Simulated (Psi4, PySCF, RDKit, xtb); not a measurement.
Torsional profile of C9H8O2S, SMILES COc1ccc(-c2ccco2)s1. Scanned: dihedral C1–O2–C3–S12; all other coordinates were relaxed at GFN2-xTB. Points at φ and −φ are mirror images. Heavy atoms are numbered in the order of the SMILES COc1ccc(-c2ccco2)s1, hydrogens after them in the order of the atoms that carry them; the mirror image has the same energies with the sign of each dihedral reversed.

- RHF/LANL2DZ = restricted Hartree-Fock/LANL2DZ, with its core potentials past Ne // GFN2-xTB run with PySCF
- UFF // GFN2-xTB (RDKit)
- GFN1-xTB // GFN2-xTB (xtb)
- PBE-D3(BJ)/def2-SVP // GFN2-xTB (Psi4)

Energies relative to the lowest point of each profile, in kcal/mol; the last columns give the difference from PBE-D3(BJ):

```tsv
φ / °	RHF/LANL2DZ	UFF	GFN1-xTB	PBE-D3(BJ)/def2-SVP	RHF/LANL2DZ − PBE-D3(BJ)/def2-SVP	UFF − PBE-D3(BJ)/def2-SVP	GFN1-xTB − PBE-D3(BJ)/def2-SVP
-150	0.9	3.3	2.1	1.0	-0.2	2.2	1.1
-120	1.7	5.6	3.1	2.4	-0.8	3.2	0.6
-90	1.4	7.1	3.0	2.3	-0.9	4.8	0.7
-60	1.8	4.8	2.0	1.7	0.1	3.1	0.3
-30	2.6	1.3	0.7	0.7	2.0	0.6	0.0
0	3.1	0.0	0.0	0.2	2.9	-0.2	-0.2
30	2.6	1.3	0.7	0.7	2.0	0.6	0.0
60	1.8	4.8	2.0	1.7	0.1	3.1	0.3
90	1.4	7.1	3.0	2.3	-0.9	4.8	0.7
120	1.7	5.6	3.1	2.4	-0.8	3.2	0.6
150	0.9	3.3	2.1	1.0	-0.2	2.2	1.1
180	0.0	2.1	1.6	0.0	0.0	2.1	1.6
```

RHF/LANL2DZ is furthest from PBE-D3(BJ)/def2-SVP at 0 (2.9 kcal/mol, above); its mean absolute difference over the points is 0.9 kcal/mol.

UFF is furthest from PBE-D3(BJ)/def2-SVP at -90 (4.8 kcal/mol, above); its mean absolute difference over the points is 2.5 kcal/mol.

GFN1-xTB is furthest from PBE-D3(BJ)/def2-SVP at 180 (1.6 kcal/mol, above); its mean absolute difference over the points is 0.6 kcal/mol.
